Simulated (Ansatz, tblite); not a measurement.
Adding an electron: Sb5As⁺ (the lowest doublet isomer of a short search). The state is a doublet with charge 1. Geometry: PBE-D4/def2-SVP. Ansatz, gas phase; energy differences of separate SCF runs; the reduced species is a triplet (the singlet lies 0.01 eV higher at PBE0-D4/def2-TZVP).

Cartesian coordinates in Å:
```
As -1.777 -1.634 1.758
Sb 0.705 -0.883 0.685
Sb 0.717 1.980 0.848
Sb -0.135 0.897 -1.658
Sb -2.183 -1.246 -0.626
Sb 2.673 0.886 -1.007
```

In the def2 sets Sb takes a core potential; there is no spin–orbit coupling. The xTB rows come from tblite. The order of the spin states hangs on the level: the singlet lies 0.13 eV below the triplet at PBE-D4/def2-TZVP, but 0.01 eV above it at PBE0-D4/def2-TZVP. The singlet is doubtful at PBE0-D4/def2-TZVP (restricted singlet with a triplet 0.01 eV lower at the same geometry). The structure comes from a short search, and lower isomers may exist.

```tsv
level	−HOMO (eV)	−LUMO (eV)	vertical EA (eV)	HOMO–LUMO gap (eV)	remarks
GFN1-xTB	–	–	9.88	–	–
PBE-D4/def2-TZVP	8.72	7.89	5.87	0.82	lower spin may lie lower (triplet)
revPBE-D4/def2-TZVP	8.67	7.81	5.82	0.85	lower spin may lie lower (triplet)
PBE0-D4/def2-TZVP	9.59	7.34	6.01	2.25	spin-contaminated (⟨S²⟩ 0.85) (+1 doublet)
```

  HOMO and LUMO are the levels of the spin that leaves or enters (xTB has no such levels and no spin-polarisation term). Other spin states of the ions may lie lower, which would lower the ionisation energy or raise the affinity. Raw xTB energy differences between charge states are shifted by several eV; the methods need an empirical correction for them.
